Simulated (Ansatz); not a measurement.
Ansatz (a quantum-chemistry and plane-wave program) input (RI-MP2/def2-QZVPPD):
A basis named .json is the Basis Set Exchange file of that set.

Ansatz 0.2 input:
```yaml
crystal:
  periodic: [false, false, false]
  atoms:
    - {symbol: Sn, position_ang: [0.01039522, 0.00251380, 0.47326224]}
    - {symbol: Cl, position_ang: [1.25327941, 1.52348784, -0.73194987]}
    - {symbol: Cl, position_ang: [-1.28385359, -1.53088138, -0.65999790]}
basis:
  gaussian:
    orbitals: def2-QZVPPD.json
    fitting: {mean_field: def2-universal-jkfit, correlation: def2-QZVPPD-RIFIT.json}
total_charge: 1
magnetization: {spin_polarized: true, initial_magnetization: 1}
correlation: {method: mp2, electrons: outside_noble_gas}
```

Output:

```
Functional definition: HF
integrals: 0.30 GiB planned
474 factors; integrals over basis functions are off by at most 1.5e0 eV
658 factors; integrals over basis functions are off by at most 7.7e-1 eV
mean field: 0.92 GiB planned
mean field evaluation 1: about -30805.0908 eV, gradient 2.3e1 eV
mean field evaluation 2: about -30807.3506 eV, gradient 1.6e1 eV
mean field evaluation 4: about -30808.4030 eV, gradient 1.1e0 eV
mean field evaluation 8: about -30808.4305 eV, gradient 1.4e-6 eV
mean field evaluation 16: about -30805.7965 eV, gradient 5.5e-2 eV
mean field -30808.43053601 eV, -1132.1889394942 hartree, gradient 1.4e-6 eV, S^2 0.782346; 3 other end points of the search recorded, 0 dependent functions left out
19 core orbitals not correlated
reference -30808.43053601 eV, -1132.1889394942 hartree; 9, 8 occupied and 218, 219 virtual orbitals, 658 factors
second order -12.88812662 eV of doubles, -0.00000000 eV of singles
Total energy: -30821.31866263 eV, -1132.6625694116 hartree
```
